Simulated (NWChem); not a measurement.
System: AuH$_{3}$O$_{2}$; SMILES [Au](<-[OH2])[OH]

Input file for NWChem:

```
start job
memory heap 200 mb stack 900 mb global 1100 mb
geometry units angstroms noautoz
  Au     0.010934    -0.065406     0.022421
  O     -0.073674    -2.012710     0.130051
  H      0.591923    -2.327016    -0.515830
  O      0.027827     2.103149    -0.020782
  H      0.226955     2.435308     0.877709
  H     -0.875028     2.424190    -0.218479
end
basis spherical
  Au library def2-svp
  O library def2-svp
  H library def2-svp
end
ecp
  Au library def2-ecp
end
dft
  xc b3lyp
  grid xcoarse
  iterations 150
  mulliken
end
task dft gradient
```

Parts of the log:

```
             Northwest Computational Chemistry Package (NWChem) 7.3.0
             --------------------------------------------------------

 C1  symmetry detected

                             Geometry "geometry" -> ""
                             -------------------------

 Output coordinates in angstroms (scale by  1.889725989 to convert to a.u.)

  No.       Tag          Charge          X              Y              Z
 ---- ---------------- ---------- -------------- -------------- --------------
    1 Au                  79.0000     0.00927307    -0.04580668    -0.00094622
    2 O                    8.0000    -0.10492920    -1.99454933     0.00882759
    3 H                    1.0000     0.82308348    -2.29879880    -0.06324618
    4 O                    8.0000     0.02796833     2.12316324    -0.00256383
    5 H                    1.0000    -0.39840385     2.44319979     0.81783304
    6 H                    1.0000    -0.54156490     2.44541538    -0.72994546

 Effective nuclear repulsion energy (a.u.)     399.0401670769

                                 NWChem DFT Module
                                 -----------------

 Summary of "ao basis" -> "ao basis" (spherical)
 ------------------------------------------------------------------------------
       Tag                 Description            Shells   Functions and Types
 ---------------- ------------------------------  ------  ---------------------
 Au                         def2-svp                12       32   6s3p2d1f
 O                          def2-svp                 6       14   3s2p1d
 H                          def2-svp                 3        5   2s1p

            General Information
            -------------------
          SCF calculation type: DFT
          Wavefunction type:  closed shell.
          No. of atoms     :     6
          No. of electrons :    38
           Alpha electrons :    19
            Beta electrons :    19
          Charge           :     0
          Spin multiplicity:     1
          Use of symmetry is: off; symmetry adaption is: off
          Maximum number of iterations: 150
          AO basis - number of functions:    75
                     number of shells:    33
          Convergence on energy requested:  1.00D-06
          Convergence on density requested:  1.00D-05
          Convergence on gradient requested:  5.00D-04

              XC Information
              --------------
                         B3LYP Method XC Potential
                     Hartree-Fock (Exact) Exchange  0.200
                        Slater Exchange Functional  0.800 local
                    Becke 1988 Exchange Functional  0.720 non-local
              Lee-Yang-Parr Correlation Functional  0.810
                  VWN I RPA Correlation Functional  0.190 local

             Grid Information
             ----------------
          Grid used for XC integration:  xcoarse
          Radial quadrature: Mura-Knowles
          Angular quadrature: Lebedev.
          Tag              B.-S. Rad. Rad. Pts. Rad. Cut. Ang. Pts.
          ---              ---------- --------- --------- ---------
          Au                  1.35       84           8.0       194
          O                   0.60       21          11.0       194
          H                   0.35       21          11.0       194
          Grid pruning is: on
          Number of quadrature shells:   189
          Spatial weights used:  Erf1

      Superposition of Atomic Density Guess
      -------------------------------------

 Sum of atomic energies:        -303.32423740

      Non-variational initial energy
      ------------------------------

 Total energy =    -285.899957
 1-e energy   =    -672.621076
 2-e energy   =     272.092427
 HOMO         =      -0.398018
 LUMO         =      -0.095671

     ---------------------------------------------
      Total Density - Mulliken Population Analysis
     ---------------------------------------------

    Atom       Charge   Shell Charges
 -----------   ------   -------------------------------------------------------
    1 Au  19    18.78   0.07 -0.47  1.80  0.62  0.62  0.27  5.59  0.45  0.07  8.71  1.03  0.01
    2 O    8     8.86   1.99  1.11  0.70  3.01  2.04  0.01
    3 H    1     0.66   0.53  0.07  0.06
    4 O    8     8.42   1.99  1.07  0.60  2.91  1.84  0.01
    5 H    1     0.64   0.52  0.07  0.06
    6 H    1     0.64   0.52  0.07  0.06

   convergence    iter        energy       DeltaE   RMS-Dens  Diis-err
 ---------------- ----- ----------------- --------- --------- ---------
 d= 0,ls=0.0,diis     1   -287.8017911978 -4.02D+02  2.43D-02  7.43D-01
 d= 0,ls=0.0,diis     2   -287.5898224685  2.12D-01  1.65D-02  2.83D+00
 d= 0,ls=0.0,diis     3   -287.8942044318 -3.04D-01  4.93D-03  1.22D-01
 d= 0,ls=0.0,diis     4   -287.9015911225 -7.39D-03  2.23D-03  4.70D-02
 d= 0,ls=0.0,diis     5   -287.9066301857 -5.04D-03  3.17D-04  8.18D-04
  Resetting Diis
 d= 0,ls=0.0,diis     6   -287.9067081703 -7.80D-05  5.76D-05  7.21D-05
 d= 0,ls=0.0,diis     7   -287.9067145146 -6.34D-06  4.08D-05  3.21D-06
 d= 0,ls=0.0,diis     8   -287.9067138200  6.95D-07  2.56D-05  1.03D-05
 d= 0,ls=0.0,diis     9   -287.9067148428 -1.02D-06  4.72D-06  1.87D-07
 d= 0,ls=0.0,diis    10   -287.9067148587 -1.60D-08  1.74D-06  2.80D-08

[...]

                         DFT ENERGY GRADIENTS

    atom               coordinates                        gradient
                 x          y          z           x          y          z
   1 Au      0.017524  -0.086562  -0.001788    0.000071   0.005682   0.000064
   2 O      -0.198287  -3.769152   0.016682   -0.009138   0.000131   0.000447
   3 H       1.555402  -4.344100  -0.119518    0.008429  -0.001135  -0.000432
   4 O       0.052852   4.012197  -0.004845    0.009692  -0.007295  -0.001098
   5 H      -0.752874   4.616978   1.545480   -0.003970   0.001253   0.006505
   6 H      -1.023409   4.621165  -1.379397   -0.005085   0.001364  -0.005486
```

Level: B3LYP/def2-SVP with def2 effective core potentials on Au. The geometry was optimised at PBE-D3(BJ)/def2-SVP. def2 effective core potentials on Au; no spin-orbit coupling.
